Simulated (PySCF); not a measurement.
C₇H₁₀OS.
Numbering: `[CH:1]#[C:2][C@H:3]1[CH2:4][CH2:5][S@:6](=[O:7])[CH2:8][CH2:9]1`

Cartesian coordinates in Å at the GFN2-xTB level; atoms count from 1:
```
atom  x, y, z in Å
C1    -0.5705   -2.3456    1.5401
C2     0.0953   -1.6323    0.8472
C3     0.8709   -0.7387    0.0046
C4     0.1735   -0.5233   -1.3466
C5    -1.1853    0.1264   -1.1895
S6    -0.9822    1.8617   -0.5679
O7     0.0901    2.4478   -1.3769
C8    -0.1778    1.3305    1.0164
C9     1.1146    0.6011    0.7145
H10   -1.1342   -2.9879    2.1484
H11    1.8434   -1.2112   -0.1811
H12    0.7939    0.1325   -1.9638
H13    0.0685   -1.4812   -1.8624
H14   -1.6939    0.2054   -2.1496
H15   -1.8216   -0.3986   -0.4801
H16    0.0117    2.2416    1.5826
H17   -0.8950    0.7106    1.5502
H18    1.6686    0.4307    1.6412
H19    1.7200    1.2396    0.0653
```

NICS is the negative of the GIAO shielding at a point without a nucleus: at the ring centre (0) and 1 Å above and below it (1); zz is the component along the ring normal. Level: GIAO PBE0/pcSseg-1 (PySCF, non-relativistic, gas phase) on the GFN2-xTB geometry, one conformer.

Ring bond lengths (Å), with Mayer bond orders in brackets: C3–C4 1.536 (1.03), C4–C5 1.514 (1.01), C5–S6 1.854 (0.88), S6–C8 1.855 (0.88), C8–C9 1.514 (1.01), C9–C3 1.536 (1.03).

Q: What do the NICS probes read (ppm)?

A: 
```tsv
ring	type	NICS(0)	NICS(1), two faces	NICS(1)zz, two faces	rms pucker (Å)	centre to ring atoms, mean (Å)
C3–C4–C5–S6–C8–C9	6-membered ring with S; formal bonds all single	-1.7	-2.2 / -2.2	3.3 / 3.7	0.29	1.55
```

Q: What do they say, and how far can they be read as aromaticity?

A: 
- C3–C4–C5–S6–C8–C9: mean NICS(1)zz 3.5 ppm, deshielded. C3, C4, C5, C8, C9 have four or more neighbours, and the NICS criterion for π rings isn't applied.

Q: List the ring angles and the Hirshfeld charges of the ring atoms.

A: 
- C3–C4–C5–S6–C8–C9: C3 110.9° (-0.009 e), C4 112.1° (-0.068 e), C5 109.8° (-0.086 e), S6 93.8° (+0.326 e), C8 109.7° (-0.086 e), C9 112.1° (-0.068 e); sum 648.4° against 720° for a flat convex ring.

Q: How shielded are the nuclei of the rings and their hydrogens (means over atoms taken as equivalent)?

A: 
```tsv
atoms	environment	σ isotropic (ppm)	principal values of the symmetric part, first atom (ppm)
C3	propargylic carbon	158.5	150.1, 154.4, 171.1
C4 (×2)	ring CH2 carbon	165.0	145.5, 159.2, 190.2
C5 (×2)	sp3 carbon bound to sulfur	137.5	113.4, 132.0, 167.1
S6	sulfinyl sulfur	232.0	55.0, 144.9, 496.1
H11	methine hydrogen	28.91	24.4, 26.7, 35.6
H12 (×2)	methylene hydrogen	28.70	24.5, 27.9, 33.7
H13 (×2)	methylene hydrogen	30.05	24.7, 27.6, 37.9
H14 (×2)	methylene hydrogen	29.26	24.8, 27.4, 35.6
H15 (×2)	methylene hydrogen	29.03	24.8, 29.6, 32.7
```
